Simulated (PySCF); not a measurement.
Isomers of C4H14N2SSi2, one GFN2-xTB conformer each. Single-point energies are computed at PBE0/pcSseg-1 (PySCF, gas phase, no added dispersion term), electronic only.

Problem. Rank them by PBE0/pcSseg-1 energy, lowest first (kJ/mol).
A. `[CH2:1]=[C:2]([S:3][CH3:4])[Si@@H:5]([CH3:6])[NH:7][SiH2:8][NH2:9]` with C1–C2–S3–C4 -2°, C1–C2–Si5–C6 -44°, C2–Si5–N7–Si8 50°, Si5–N7–Si8–N9 -173°, N7–Si8–N9–H 52° and -174°
B. `[CH3:1][N:2]1[CH2:3][CH2:4][Si@@:5]1([NH2:6])[CH2:7][S:8][SiH3:9]` with C4–Si5–N6–H -26° and 126°, C4–Si5–C7–S8 -158°, Si5–C7–S8–Si9 -72°
C. `[CH3:1][NH:2][Si@@H:3]1[CH2:4][CH2:5][NH:6][Si@H:7]1[S:8][CH3:9]` with C1–N2–Si3–C4 171°, N6–Si7–S8–C9 -62°, N2–Si3–C4–C5 -89°, Si3–C4–C5–N6 -43°, C4–C5–N6–Si7 51°, C5–N6–Si7–S8 -151°

Solution. A (0.0), C (6.5), B (27.5).

As drawn, the lowest has a C=C bond outside aromatic rings, which the highest lacks; the highest has a four-membered ring, which the lowest lacks. Neighbours under 10 kJ/mol apart (C=C(SC)[Si@@H](C)N[SiH2]N and CN[Si@@H]1CCN[Si@H]1SC) can change places with a better method, another conformer or zero-point energy. GFN2-xTB itself gives, in the same order: 72.5, 0.0, 16.3. GFN2-xTB puts CN[Si@@H]1CCN[Si@H]1SC lowest instead; measured from each level's own lowest isomer, the values differ by up to 72.5 kJ/mol (C=C(SC)[Si@@H](C)N[SiH2]N: 72.5 against 0.0).

Problem. Which frontier levels, dipoles and rotational constants go with these structures?

Solution. 
```tsv
SMILES	HOMO (eV, PBE0/pcSseg-1)	LUMO (eV)	dipole (D)	A, B, C (MHz)
C=C(SC)[Si@@H](C)N[SiH2]N	-6.11	-0.16	2.27	1173, 618.3, 472.7
CN[Si@@H]1CCN[Si@H]1SC	-6.41	0.15	2.60	1453, 642.4, 510.3
CN1CC[Si@@]1(N)CS[SiH3]	-6.02	0.15	1.21	1603, 645.2, 543.8
```
